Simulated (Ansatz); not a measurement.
Breaking the Si1–N2 bond in SiN (multiplicity 2 held). Energies count from the point at 1.567 Å.


Restricted levels (R-, RO-) in cc, def2 and unpolarised 6-31G sets keep to the state of the molecule at rest. U- levels take the lowest unrestricted solution at each point, which mixes spins at long bonds. Full CI gives the lowest state of the spin. Left out are points that failed, MP2 points that dive below the minimum, coupled-cluster points behind a jump of the amplitudes or a sharp parting from full CI or MRCI, small-basis points behind a change of solution, and semi-empirical points at long bonds. Curves can end on different states.

Frozen-core correlation.

Run with Ansatz (Gaussian basis) for Hartree–Fock, density functionals and correlated methods. Values without a source in brackets are computed.

Energies in kcal/mol.

```csv
R (Å),RO-HF/6-31G,U-HF/6-31G,U-MP2/6-31G,U-SCS-MP2/6-31G,FCI/6-31G
1.254,163.0,127.3,126.2,123.3,139.5
1.411,43.4,31.6,26.1,24.4,35.7
1.567,0.0,0.0,0.0,0.0,0.0
1.724,-6.0,-10.3,7.4,3.8,-3.5
1.881,5.9,-12.6,10.0,6.1,7.0
2.116,36.7,-6.4,23.6,19.6,23.4
2.351,70.8,-6.0,41.7,39.0,39.1
2.743,121.9,-7.1,44.0,41.0,55.3
3.135,left out,-7.8,44.3,41.1,61.6
3.605,left out,-8.1,44.4,41.2,63.9
4.232,232.7,-8.1,44.6,41.4,64.8
5.016,259.0,-8.0,44.8,41.5,65.1
6.270,280.1,-8.0,44.8,41.5,65.2
```

Doubts at one or more of the structures used: a restricted determinant that unrestricted orbitals would lower (RO-HF/6-31G); a spin-contaminated determinant (U-HF/6-31G, U-MP2/6-31G, U-SCS-MP2/6-31G).

Ansatz is an electronic-structure program.
